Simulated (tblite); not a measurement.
C4H10NPS.
Numbering: `[NH2:1][P:2]1[CH2:3][CH2:4][S:5][CH2:6][CH2:7]1` (hydrogens: H8, H9 on N1; H10, H11 on C3; H12, H13 on C4; H14, H15 on C6; H16, H17 on C7)

Cartesian coordinates in Å at the GFN2-xTB level; atoms count from 1:
```
atom  x, y, z in Å
N1     1.887   -1.594    0.439
P2     0.680   -0.536    0.983
C3    -0.705   -1.233   -0.050
C4    -1.914   -0.317   -0.061
S5    -1.625    1.187   -1.045
C6    -0.255    1.894   -0.079
C7     0.963    0.987   -0.075
H8     2.697   -1.632    1.042
H9     2.176   -1.473   -0.527
H10   -0.977   -2.197    0.392
H11   -0.350   -1.416   -1.069
H12   -2.774   -0.798   -0.528
H13   -2.185   -0.005    0.950
H14   -0.617    2.076    0.934
H15   -0.036    2.849   -0.558
H16    1.817    1.530    0.343
H17    1.212    0.688   -1.100
```

Method: GFN2-xTB as coded in tblite; computed harmonic values from a numerical Hessian at the method's own geometry, unscaled. This tight-binding method is rough: wavenumbers can miss measured ones by several per cent, in bad cases by 10 to 20. One conformer, not necessarily the lowest.

Harmonic wavenumbers (cm⁻¹): 111.3, 174.4, 197.3, 245.4, 246.6, 253.6, 337.0, 353.5, 441.7, 613.5, 643.3, 681.4, 685.3, 694.8, 789.0, 842.2, 859.9, 863.6, 890.1, 954.5, 1046.1, 1053.5, 1061.4, 1094.8, 1131.1, 1160.8, 1249.3, 1250.8, 1254.3, 1264.9, 1425.0, 1433.1, 1441.4, 1445.8, 1471.8, 2907.7, 2925.5, 2929.3, 2946.0, 2956.3, 2962.3, 2985.4, 2987.9, 3352.0, 3433.8.

A = 3355, B = 1331, C = 1074 MHz; mass 135.027 u (most abundant isotopes); point group C1, symmetry number 1.

What is the zero-point energy?

Half the sum of the wavenumbers: 30024 cm⁻¹ = 359.17 kJ/mol.

Give the ideal-gas entropy at 400 K and 1 bar in the rigid-rotor, harmonic-oscillator model (classical rotation).

Translation 176.14, rotation 123.31, vibration 119.68: S = 419.1 J/(mol K).

And Cp and H(400 K) − H(0)?

Cp = 182.10 J/(mol K), of which vibrations give 148.84 (their classical limit is 45 R = 374.2); H(400 K) − H(0) = 41.24 kJ/mol without the zero-point energy, 27.94 from vibrations.

What must be added to the electronic energy to get the Gibbs energy at 400 K and 1 bar?

ZPE + [H(400 K) − H(0)] − T·S = 359.17 + 41.24 − 167.65 = 232.76 kJ/mol.

How do the functions run with temperature in this model?

```
 T (K)  S (J/(mol K))  Cp (J/(mol K))  H − H(0) (kJ/mol)  G − H(0) (kJ/mol)  ln q(vib)
    50          232.5            40.4               1.75              -9.87       0.05
   100          267.2            62.7               4.32             -22.40       0.47
298.15          371.5           142.9              24.64             -86.13       3.90
373.15          406.8           172.3              36.48            -115.32       5.43
   500          463.3           214.0              61.10            -170.56       8.12
   750          561.6           269.8             122.16            -299.02      13.42
  1000          644.5           306.0             194.42            -450.06      18.45
```

q(vib) and H(0) count from the zero-point level.

Blend soft modes into free rotors: weight 1/[1 + (100 cm⁻¹/ν̃)⁴] for the oscillator and the rest for a rotor with moment μB/(μ + B), μ = h/(8π²ν), B = 10⁻⁴⁴ kg m². What vibrational entropy results?

118.20 J/(mol K) in place of 119.68, which changes −T·S at 400 K by +0.59 kJ/mol.

Which modes carry the vibrational entropy at 400 K?

111.3 cm⁻¹: 15.98; 174.4 cm⁻¹: 12.33; 197.3 cm⁻¹: 11.34; 245.4 cm⁻¹: 9.62; 246.6 cm⁻¹: 9.58; 253.6 cm⁻¹: 9.36 J/(mol K); the other 39 give 51.48 together.

Hindered rotation and anharmonicity are outside this model. Other conformers, if any are populated, would add a mixing term that is left out. The structure is chiral; the term R ln 2 for an equal mix with its mirror image is left out.
